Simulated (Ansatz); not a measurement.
A calculation with Ansatz (development build ahead of 0.2.0).

```yaml
crystal:
  periodic: [false, false, false]
  atoms:
    - { symbol: Li, position_ang: [2.704, 0.0, 0.0] }
    - { symbol: Li, position_ang: [1.352, 2.34173, 0.0] }
    - { symbol: Li, position_ang: [-1.352, 2.34173, 0.0] }
    - { symbol: Li, position_ang: [-2.704, 0.0, 0.0] }
    - { symbol: Li, position_ang: [-1.352, -2.34173, 0.0] }
    - { symbol: Li, position_ang: [1.352, -2.34173, 0.0] }
basis:
  gaussian: { orbitals: def2-SVP }
hamiltonian:
  xc: hf
correlation:
  method: mp2
  frozen_orbitals: { Li: 0 }
output:
  forces: true
```

The input is written out in the form of the current development build from the run's settings.

Output:

```json
{"Converged": "yes", "Reference energy": "-44.54656 hartree", "Correlation energy": "-0.09129 hartree", "Total energy": "-44.63785 hartree"}
```

Forces (eV/Å):
| atom | Fx | Fy | Fz |
| --- | --- | --- | --- |
| Li1 | 0.364 | 0.000 | 0.000 |
| Li2 | 0.182 | 0.316 | 0.000 |
| Li3 | -0.182 | 0.316 | 0.000 |
| Li4 | -0.364 | 0.000 | 0.000 |
| Li5 | -0.182 | -0.316 | 0.000 |
| Li6 | 0.182 | -0.316 | 0.000 |
